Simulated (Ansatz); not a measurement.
CH5GeNS (`[SH][GeH]1[CH2][NH]1`) at its PBE0-D4/def2-TZVP geometry, where that method's forces vanish. Charge 0, multiplicity 1.

```
atom    x (Å)    y (Å)    z (Å)
  S1   0.4254  -2.4822  -0.6448
 Ge2  -0.0835  -0.3461  -0.8174
  C3   0.5140   1.0140   0.3866
  N4  -0.7833   0.3746   0.7482
  H5   0.3944  -2.4186   0.6975
  H6  -0.7142  -0.0060  -2.1638
  H7   1.3178   0.8123   1.0897
  H8   0.5002   2.0461   0.0400
  H9  -1.5708   1.0059   0.6641
```

**Question.** For each bond, give half the difference of the two atoms' forces along it (eV/Å; positive pushes the atoms apart) under PBE-D4, r2SCAN-D4, B3LYP-D4, ωB97M-V in def2-TZVPP. (Estimate.)

**Answer.** Computed: 
```
  bond  length (Å)  PBE-D4  r2SCAN-D4  B3LYP-D4  ωB97M-V
S1–Ge2       2.203    0.09       0.02      0.15     0.03
 S1–H5       1.344    0.26       0.01     -0.02    -0.09
Ge2–C3       1.912    0.29       0.16      0.31     0.07
Ge2–N4       1.860    0.42       0.19      0.32     0.03
Ge2–H6       1.525   -0.06      -0.11     -0.16    -0.10
 C3–N4       1.491    0.28       0.26      0.34     0.25
 C3–H7       1.087    0.05      -0.06     -0.16    -0.13
 C3–H8       1.089    0.03      -0.08     -0.15    -0.11
 N4–H9       1.013    0.20       0.00     -0.13    -0.11
```

B3LYP here is the variant with VWN-RPA as its local correlation; programs differ in this.
